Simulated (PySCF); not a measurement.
This PySCF input asks for the NMR shieldings of `InChI=1S/C5H13ClOSi2/c1-5-2-3-9(6,4-5)7-8/h5H,2-4H2,1,8H3/t5-,9-/m1/s1`; the geometry comes from GFN2-xTB.

```python
import basis_set_exchange as bse
import numpy as np
from pyscf import gto, dft
from pyscf.prop import nmr

atoms = """
C    -2.865275    0.781534    0.132691
C    -1.487203    0.204133   -0.165610
C    -1.367810   -1.258074    0.275348
C     0.074010   -1.724655    0.051881
Si    1.104981   -0.204179    0.537935
Cl    2.033205   -0.350434    2.326261
O     2.229929    0.140889   -0.570844
Si    3.650421    0.665719   -1.171514
C    -0.368397    0.994966    0.529641
H    -3.640036    0.200296   -0.363235
H    -2.932530    1.810274   -0.214757
H    -3.059275    0.767015    1.203663
H    -1.313940    0.243453   -1.246739
H    -2.076776   -1.885522   -0.267781
H    -1.607662   -1.323975    1.339092
H     0.278698   -2.626906    0.624383
H     0.223765   -1.970897   -0.999374
H     3.923317   -0.253003   -2.272345
H     3.412367    2.039836   -1.607083
H     4.646730    0.592781   -0.106459
H    -0.187106    1.937814    0.017250
H    -0.681823    1.238322    1.545964
"""
names = dict.fromkeys(["C", "Si", "Cl", "O", "H"], "pcSseg-1")
basis = {el: gto.basis.parse(bse.get_basis(n, elements=[el], fmt="nwchem")) for el, n in names.items()}
mol = gto.M(atom=atoms, basis=basis, charge=0, verbose=0)
mf = dft.RKS(mol, xc="PBE0")
mf.grids.level = 2
mf.grids.alignment = dft.numint.BLKSIZE   # the property module wants whole blocks of grid points
mf.conv_tol = 1e-9
mf.kernel()

calc = nmr.RKS(mf)   # GIAO
C = mf.mo_coeff
Co = C[:, mf.mo_occ > 0]
resp = mf.gen_response(singlet=True, hermi=2)
def vind(x):   # induced exchange potential for any number of trial vectors
    d = np.einsum("pi,xij,qj->xpq", C, 2 * x.reshape(-1, C.shape[1], Co.shape[1]), Co, optimize=True)
    return np.einsum("xpq,pi,qj->xij", resp(d - d.transpose(0, 2, 1)), C, Co, optimize=True).ravel()
mo1, _ = nmr.rhf.solve_mo1(calc, with_cphf=vind)
sigma = calc.kernel(mo1)
for i, s in enumerate(sigma):   # ppm
    w = np.linalg.eigvalsh((s + s.T) / 2)
    print("%2d %-2s iso %8.1f  s11 %8.1f  s22 %8.1f  s33 %8.1f" % (i, mol.atom_pure_symbol(i), w.mean(), *w))
```

**Question.** What does it print?

**Answer.** 
```
 0 C  iso    160.9  s11    143.4  s22    151.4  s33    187.8
 1 C  iso    149.0  s11    135.7  s22    148.6  s33    162.7
 2 C  iso    150.0  s11    130.4  s22    148.6  s33    171.1
 3 C  iso    165.2  s11    153.0  s22    167.0  s33    175.5
 4 Si iso    326.2  s11    294.9  s22    328.8  s33    355.0
 5 Cl iso    903.2  s11    802.9  s22    910.0  s33    996.8
 6 O  iso    280.4  s11    216.5  s22    284.9  s33    339.8
 7 Si iso    392.3  s11    355.5  s22    364.5  s33    456.8
 8 C  iso    158.4  s11    143.9  s22    154.6  s33    176.6
 9 H  iso     30.4  s11     25.7  s22     27.7  s33     37.9
10 H  iso     30.3  s11     25.5  s22     28.0  s33     37.4
11 H  iso     31.1  s11     27.4  s22     29.3  s33     36.6
12 H  iso     30.3  s11     26.6  s22     29.0  s33     35.2
13 H  iso     29.9  s11     24.4  s22     28.7  s33     36.4
14 H  iso     30.9  s11     26.8  s22     30.3  s33     35.8
15 H  iso     30.7  s11     26.5  s22     28.6  s33     37.1
16 H  iso     30.8  s11     26.2  s22     29.0  s33     37.3
17 H  iso     26.6  s11     22.6  s22     24.9  s33     32.2
18 H  iso     26.6  s11     22.5  s22     25.2  s33     32.0
19 H  iso     26.4  s11     22.4  s22     25.6  s33     31.4
20 H  iso     30.6  s11     26.5  s22     29.3  s33     36.1
21 H  iso     31.6  s11     26.9  s22     31.6  s33     36.4
```

These numbers come from an equivalent density-fitted implementation of the same equations, which agrees with the script to about 0.01 ppm for H and up to a few tenths of a ppm for heavy atoms, so last digits may differ.

**Question.** Turn these shieldings into chemical shifts. Scale: TMS for 13C (186.93 ppm) and 29Si (349.16 ppm) and 1H (31.72 ppm); 35Cl (949.78 ppm) vs HCl; H2O for 17O (336.08 ppm) (reference shieldings calculated alike).

**Answer.** Averaging equivalent atoms: C 1: 37.9; C 2: 36.9; C 8: 28.6; C 0: 26.1; C 3: 21.8; Si 4: 22.9; Si 7: -43.1; Cl 5: 47; O 6: 55.7; H 17/18/19: 5.19; H 13: 1.85; H 12: 1.46; H 9/10/11: 1.11; H 20: 1.09; H 15: 0.99; H 16: 0.89; H 14: 0.77; H 21: 0.09 ppm. Experimental scales use liquid or dissolved standards, which lie at an offset from isolated H2O (liquid H2O: subtract about 36 ppm).

Size and cost of the density-fitted run: 239 basis functions, 110 s wall time on 1 thread of an Arm Neoverse N1, shared host; peak memory 1 GiB.
